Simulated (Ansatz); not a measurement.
System: TeF₃, net charge 1, singlet state. SMILES: F[Te+](F)F

Atoms: Te1, F2, F3, F4. Bonds: Te1-F2, Te1-F3, Te1-F4.

Bond lengths (Å) and angles (degrees) optimised at HF/STO-3G with Ansatz (a quantum-chemistry and plane-wave program); HF/3-21G with Ansatz; HF/6-31G* with LANL2DZ past Ar with Ansatz, each started from the B3LYP-D3(BJ)/def2-TZVP structure (Ansatz) of the last column. A row stands for all coordinates that are equal there. 6-31G* holds six Cartesian d functions. No wavenumbers were computed at HF/STO-3G, so these may be saddle points.

```
coordinate  HF/STO-3G  HF/3-21G  HF/6-31G* with LANL2DZ past Ar  B3LYP-D3(BJ)/def2-TZVP
----------  ---------  --------  ------------------------------  ----------------------
Te1-F2          1.911     1.833                           1.752                   1.827
F2-Te1-F3        91.2      93.3                            94.8                    95.5
```

Mean signed difference of all 3 bond lengths from B3LYP-D3(BJ)/def2-TZVP: HF/STO-3G 0.084 Å, HF/3-21G 0.006 Å, HF/6-31G* with LANL2DZ past Ar -0.075 Å.
